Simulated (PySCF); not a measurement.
# Ge2: frontier orbitals

UHF at R = 2.392 Å; basis Ge pcseg-1; no relativity; PySCF 2.14. State: ³Σg⁻ (triplet), unpaired electrons π ↑↑. Only the outer orbitals are listed.

```
spin  orbital  occ.  ε (eV)  main shells (%)
   α       σg     1  -19.67       88 s, 11 p
   α       σu     1  -13.98       90 s, 10 p
   α       πu     1   -8.16             95 p
   α       πu     1   -8.16             95 p
   α       σg     1   -7.92       86 p, 12 s
   α       πg     0    0.23            100 p
   α       πg     0    0.23            100 p
   β       σg     1  -17.02             90 s
   β       σu     1  -12.67       86 s, 15 p
   β       σg     1   -7.62       88 p, 11 s
   β       πu     0   -0.10             99 p
   β       πu     0   -0.10             99 p
   β       πg     0    2.28             98 p
```

Task: Which are the highest filled and the lowest empty level, where do they sit, and how wide is the gap?

Result: Highest filled β σg at -7.62 eV (in %: 88 p, 11 s); lowest empty β πu at -0.10 eV (in %: 99 p); the gap at UHF is 7.52 eV.

- bond order (Mayer): 1.96
- ⟨S²⟩: 2.011
- polarisability along the bond: 130.9 bohr³
- polarisability across the bond: 53.1 bohr³

Spin–orbit coupling is left out. The state is the lowest determinant that a PBE0 search found; another state may lie lower at other levels.
